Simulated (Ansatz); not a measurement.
Cost and result for the atomization energy of `BC(B)=C=C` (11 atoms, 10 bonds).

Cartesian coordinates in Å:
```
B -0.091 -1.788 0.112
C -0.040 -0.264 0.357
B -0.116 0.417 1.741
C 0.078 0.521 -0.704
C 0.194 1.287 -1.739
H -0.194 -2.534 1.041
H -0.028 -2.225 -1.001
H -0.073 1.609 1.832
H -0.219 -0.255 2.726
H 1.172 1.573 -2.110
H -0.684 1.659 -2.256
```

Charge 0, multiplicity 1. Geometry: relaxed with PBE0-D4/def2-TZVP. Program: Ansatz. All runs use 2 threads of an Arm Neoverse V2 on a shared host. Times are those of one run each, without the atoms' runs, and a repeat can differ threefold. Electronic energies, without spin–orbit coupling; frozen cores. CCSD(T)/CBS adds CCSD(T) − MP2 in def2-TZVPP to the MP2 limit, and its time is that of the two runs behind it. T1 = 0.012. B3LYP takes the VWN-RPA correlation (the form of Gaussian; ORCA's B3LYP/G). HSE06 is the plane-wave form, built on full-range PBE exchange.

CCSD(T)/CBS is a level of theory with its own doubt, some kJ/mol a heavy atom from the limit and from the frozen cores, so smaller differences don't rank the functionals.

```
                             level  functions  wall time
                BLYP-D4/def2-TZVPP        239      2.5 s
                PBE0-D4/def2-TZVPP        239        3 s
               BHLYP-D4/def2-TZVPP        239      3.1 s
               HSE06-D4/def2-TZVPP        239      3.3 s
           CAM-B3LYP-D4/def2-TZVPP        239      3.4 s
                  CCSD(T)/def2-SVP        100      4.6 s
 B3LYP-D4/def2-TZVPP (with forces)        239        5 s
r2SCAN-D4/def2-TZVPP (with forces)        239      5.5 s
                ωB97X-V/def2-TZVPP        239        9 s
  ωB97M-V/def2-TZVPP (with forces)        239       13 s
                    MP2/def2-QZVPP        465       25 s
                CCSD(T)/def2-TZVPP        239    6.6 min
                 CCSD(T)/CBS(def2)          –      7 min
```

Q: What atomization energy does each give, and how far from CCSD(T)/CBS? (Estimate.)

A: Computed: 
```json
{"level": "BLYP-D4/def2-TZVPP", "atomization (kcal/mol)": "1066.2", "difference from CCSD(T)/CBS": "13.0", "per bond": "1.3"}
{"level": "PBE0-D4/def2-TZVPP", "atomization (kcal/mol)": "1073.3", "difference from CCSD(T)/CBS": "20.1", "per bond": "2.0"}
{"level": "BHLYP-D4/def2-TZVPP", "atomization (kcal/mol)": "1043.1", "difference from CCSD(T)/CBS": "-10.1", "per bond": "-1.0"}
{"level": "HSE06-D4/def2-TZVPP", "atomization (kcal/mol)": "1074.2", "difference from CCSD(T)/CBS": "21.0", "per bond": "2.1"}
{"level": "CAM-B3LYP-D4/def2-TZVPP", "atomization (kcal/mol)": "1069.7", "difference from CCSD(T)/CBS": "16.5", "per bond": "1.6"}
{"level": "CCSD(T)/def2-SVP", "atomization (kcal/mol)": "1017.3", "difference from CCSD(T)/CBS": "-35.9", "per bond": "-3.6"}
{"level": "B3LYP-D4/def2-TZVPP (with forces)", "atomization (kcal/mol)": "1068.9", "difference from CCSD(T)/CBS": "15.7", "per bond": "1.6"}
{"level": "r2SCAN-D4/def2-TZVPP (with forces)", "atomization (kcal/mol)": "1071.0", "difference from CCSD(T)/CBS": "17.8", "per bond": "1.8"}
{"level": "ωB97X-V/def2-TZVPP", "atomization (kcal/mol)": "1060.7", "difference from CCSD(T)/CBS": "7.5", "per bond": "0.8"}
{"level": "ωB97M-V/def2-TZVPP (with forces)", "atomization (kcal/mol)": "1066.0", "difference from CCSD(T)/CBS": "12.8", "per bond": "1.3"}
{"level": "MP2/def2-QZVPP", "atomization (kcal/mol)": "1065.1", "difference from CCSD(T)/CBS": "11.9", "per bond": "1.2"}
{"level": "CCSD(T)/def2-TZVPP", "atomization (kcal/mol)": "1031.4", "difference from CCSD(T)/CBS": "-21.8", "per bond": "-2.2"}
{"level": "CCSD(T)/CBS(def2)", "atomization (kcal/mol)": "1053.2", "difference from CCSD(T)/CBS": "0.0", "per bond": "0.0"}
```

From BLYP to BHLYP (50 % exact exchange), in def2-TZVPP and without D4, the atomization energy moves by −18.3 kcal/mol: exact exchange takes away binding that semilocal exchange gives to molecules. The D4 term adds +7.4 kcal/mol with B3LYP and +3.9 kcal/mol with PBE0; it sums over pairs of atoms, weighted by their polarisabilities, and B3LYP, whose exchange is more repulsive, gets the larger term. In def2-TZVPP, CCSD(T) changes the Hartree–Fock value by +214.1 kcal/mol (the triples alone add +15.3 kcal/mol) and MP2 by +235.0 kcal/mol; breaking electron pairs costs correlation energy, which Hartree–Fock lacks.
